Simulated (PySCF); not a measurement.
C$_{5}$H$_{9}$F$_{2}$NSi$_{2}$: full NMR table

```
Formula                               : C5H9F2NSi2
SMILES                                : FC(F)C1=C[Si@H](N[SiH3])C=C1
InChI                                 : InChI=1S/C5H9F2NSi2/c6-5(7)4-1-2-10(3-4)8-9/h1-3,5,8,10H,9H3/t10-/m1/s1
Point group of the computed structure : C1
Degrees of unsaturation               : 3
Carbon signals                        : 5
Proton signals                        : 7
```

Numbering as in the mapped SMILES `[F:1][CH:2]([F:3])[C:4]1=[CH:5][Si@H:6]([NH:7][SiH3:8])[CH:9]=[CH:10]1`; H(Xn) means a hydrogen on atom n.

PySCF calculation with geometry from GFN2-xTB and NMR shieldings at PBE0/pcSseg-1/GIAO; equivalent nuclei averaged, in vacuum, non-relativistic, one conformer.

Scale: $^{1}$H (σref 31.72), $^{13}$C (σref 186.93), $^{29}$Si (σref 349.16) vs TMS; $^{19}$F (σref 170.95) against CFCl3; $^{15}$N (σref 267.73) vs NH3 (reference shieldings calculated alike).

| carbon | δC, type | δH (multiplicity) | HMBC from (2–3 bonds) | span of the C tensor (ppm) |
| --- | --- | --- | --- | --- |
| C2 | 119.7, CH | 6.54 (m) | H(C10), H(C5) | 39 |
| C4 | 161.9, C | – | H(C10), H(C2), H(C9), H(C5), H(Si6) | 217 |
| C5 | 132.4, CH | 6.38 (m) | H(C10), H(C2), H(C9), H(Si6) | 231 |
| C9 | 141.1, CH | 6.39 (m) | H(C10), H(C5), H(Si6) | 240 |
| C10 | 150.4, CH | 7.07 (m) | H(C2), H(C9), H(C5), H(Si6) | 229 |

Other nuclei:
| atoms | nucleus | environment | δ (ppm) | σ (ppm) |
| --- | --- | --- | --- | --- |
| H(Si6) | $^{1}$H | hydrogen on a silicon bonded to 2 C, N, in a 5-membered ring | 5.24 | 26.48 |
| H(Si8) | $^{1}$H | hydrogen on a silicon bonded to N | 4.87 | 26.84 |
| H(N7) | $^{1}$H | hydrogen on a nitrogen bonded to 2 Si | 0.05 | 31.67 |
| F3 | $^{19}$F | fluorine of a CF2 group | -134.5 | 305.5 |
| F1 | $^{19}$F | fluorine of a CF2 group | -150.5 | 321.5 |
| Si6 | $^{29}$Si | silicon bonded to 2 C, N, H, in a 5-membered ring | -15.3 | 364.4 |
| Si8 | $^{29}$Si | silicon bonded to N, 3 H | -53.4 | 402.6 |
| N7 | $^{15}$N | nitrogen bonded to 2 Si, H | -1.6 | 269.3 |

Carbon types of the structure: 1 × C, 4 × CH, leaving 5 H on heteroatoms. δC 161.9: fully substituted alkene carbon; as expected for a trigonal carbon in a double bond. δC 150.4, 141.1, 132.4: alkene CH; as expected for a trigonal carbon in a double bond. δC 119.7: allylic sp3 CH bonded to 2 F; 2 electronegative neighbours deshield it. δH 7.07, 6.39, 6.38: hydrogen on an alkene CH; a vinylic proton, deshielded by the sp2 carbon and the C=C anisotropy. δH 0.05: hydrogen on a nitrogen bonded to 2 Si; exchangeable, gas-phase position.

OH/NH shifts are gas-phase values; hydrogen bonding in solution moves them, usually downfield. Splittings by $^{19}$F in the carbon and heteronuclear signals aren't shown, as no couplings were computed. Shifts are as computed. Against solution values, carbons near 30 ppm lie about +3 ppm off and those near 130 ppm about +5 ppm. Of 1309 compounds with measured shifts, 239 miss one by over three times the rms of a fit or turn the order of signals round; such compounds aren't used in these exercises. Unscaled 19F shifts against computed CFCl3 carry errors that often reach 10 to 50 ppm. Experimental scales use liquid or dissolved standards, which lie at an offset from isolated NH3 (liquid NH3: subtract about 20 ppm). Multiplicities follow the n + 1 count of equivalent neighbours, as no J values were calculated; m marks all less simple cases, F and P coupling included.
